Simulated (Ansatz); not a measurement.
Species: C₂H₅GeI₂ (charge -1, singlet). It need not be the lowest isomer of its formula. Whether it binds its extra electron was not tested at this geometry. 
Geometry from a B3LYP-D3(BJ)/def2-TZVP (Ansatz, a first-principles code) optimisation:
```
Ge
C 1 1.8375
H 2 1.0873 1 115.11
H 2 1.0916 3 112.27 1 130.82
C 1 1.9707 2 119.46 3 -162.89
H 5 1.0869 1 109.58 2 -178.90
H 5 1.0896 6 110.64 1 120.48
H 5 1.0910 6 109.35 7 121.18
I 1 2.6204 2 110.12 3 -42.93
I 1 2.8641 2 123.80 3 77.62
```
Charge -1, spin multiplicity 1.

Basis-set convergence of Hartree-Fock and CCSD(T) correlation energies (hartree) with Ansatz. Valence correlation only, unless marked. Spin-orbit coupling is left out. The frozen core is the preceding noble-gas configuration, with the filled d and f shells of earlier blocks. Past Kr the def2 sets carry scalar-relativistic core potentials.

| basis | functions | E(HF) | E(corr, CCSD(T)) |
|---|---|---|---|
| def2-SVPD | 188 | -2747.09256 | -0.69934 |
| def2-TZVPPD | 331 | -2747.45823 | -0.85340 |
| def2-QZVPPD | 568 | -2747.50472 | -0.91901 |

Extrapolating the two largest sets (X = 3 and 4) as X^-3: E(corr) = (64·(-0.91901) - 27·(-0.85340))/37 = -0.9669 Eh, an estimate of the basis-set limit. The largest set recovers 95.0 % of it, the smallest 72.3 %.
